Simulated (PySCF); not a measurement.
Compound: C6H12P2.
Bonds: C1–P2, P2–P3, P2–C4, C4–C5 (double), C5–C6, C6–C7, C7–C8, C4–C8. Hydrogens: H9, H10, H11 on C1; H12, H13 on P3; H14 on C5; H15, H16 on C6; H17, H18 on C7; H19, H20 on C8.

The same species was optimised twice, with GFN2-xTB and with PBE0-D3(BJ)/def2-SVP (PySCF), and the same property calculations (PySCF, gas phase) were run on both structures.

| coordinate | GFN2-xTB | PBE0-D3(BJ)/def2-SVP | change |
| --- | --- | --- | --- |
| P2–P3 (Å) | 2.173 | 2.234 | +0.061 |
| C4=C5 (Å) | 1.328 | 1.343 | +0.015 |
| C4–C8 (Å) | 1.508 | 1.514 | +0.006 |
| C5–C6 (Å) | 1.498 | 1.503 | +0.005 |
| C1–P2 (Å) | 1.861 | 1.859 | -0.002 |
| P2–C4 (Å) | 1.818 | 1.820 | +0.002 |
| C6–C7 (Å) | 1.538 | 1.538 | 0.000 |
| C7–C8 (Å) | 1.537 | 1.537 | 0.000 |
| C1–P2–C4 (°) | 98.5 | 99.9 | +1.4 |
| C5–C4–C8 (°) | 111.4 | 110.6 | -0.8 |
| C5–C6–C7 (°) | 103.5 | 103.0 | -0.5 |
| C1–P2–P3 (°) | 97.9 | 97.5 | -0.4 |
| P2–C4–C5 (°) | 128.4 | 128.8 | +0.4 |
| C4–C8–C7 (°) | 103.7 | 103.4 | -0.3 |
| P2–C4–C8 (°) | 120.1 | 120.4 | +0.3 |
| P3–P2–C4 (°) | 99.3 | 99.1 | -0.2 |
| C1–P2–C4–C5 (°) | 115 | 124 | +9 |

Rotational constants: A = 2533, B = 915.6, C = 741.4 MHz (GFN2-xTB) against A = 2477, B = 905.4, C = 723.8 MHz (PBE0-D3(BJ)/def2-SVP). Point groups within 0.08 Å: C1 and C1.

On the GFN2-xTB structure: HOMO (eV) -6.16 [PBE0/pcSseg-1]; LUMO (eV) 0.15 [PBE0/pcSseg-1]; dipole (D) 0.92 [PBE0/pcSseg-1]; GIAO shielding of C1 (ppm) 171.6 [PBE0/pcSseg-1]; GIAO shielding of P2 (ppm) 409.3 [PBE0/pcSseg-1]; GIAO shielding of P3 (ppm) 535.2 [PBE0/pcSseg-1]; GIAO shielding of C4 (ppm) 34.2 [PBE0/pcSseg-1]; GIAO shielding of C5 (ppm) 47.8 [PBE0/pcSseg-1]; GIAO shielding of C6 (ppm) 148.6 [PBE0/pcSseg-1]; GIAO shielding of C7 (ppm) 159.4 [PBE0/pcSseg-1]; GIAO shielding of C8 (ppm) 147.0 [PBE0/pcSseg-1].

**Question.** What do these properties become on the PBE0-D3(BJ)/def2-SVP structure?

**Answer.** 
```
                                    property          level  on GFN2-xTB  on PBE0-D3(BJ)/def2-SVP  change
                                   HOMO (eV)  PBE0/pcSseg-1        -6.16                    -6.14   +0.02
                                   LUMO (eV)  PBE0/pcSseg-1         0.15                    -0.03   -0.18
                                  dipole (D)  PBE0/pcSseg-1         0.92                     0.99   +0.07
energy, GFN2-xTB geometry as zero (kcal/mol)  PBE0/pcSseg-1          0.0                     -1.9    -1.9
                  GIAO shielding of C1 (ppm)  PBE0/pcSseg-1        171.6                    171.3    -0.3
                  GIAO shielding of P2 (ppm)  PBE0/pcSseg-1        409.3                    390.2   -19.1
                  GIAO shielding of P3 (ppm)  PBE0/pcSseg-1        535.2                    507.1   -28.1
                  GIAO shielding of C4 (ppm)  PBE0/pcSseg-1         34.2                     31.6    -2.6
                  GIAO shielding of C5 (ppm)  PBE0/pcSseg-1         47.8                     44.0    -3.8
                  GIAO shielding of C6 (ppm)  PBE0/pcSseg-1        148.6                    147.2    -1.4
                  GIAO shielding of C7 (ppm)  PBE0/pcSseg-1        159.4                    156.7    -2.7
                  GIAO shielding of C8 (ppm)  PBE0/pcSseg-1        147.0                    145.7    -1.3
```

The heavy atoms differ by 0.102 Å rms after alignment. Among bonds between heavy atoms P2–P3 changes most (+0.061 Å). Changes are differences of the printed values. Neither structure is proved a minimum here.
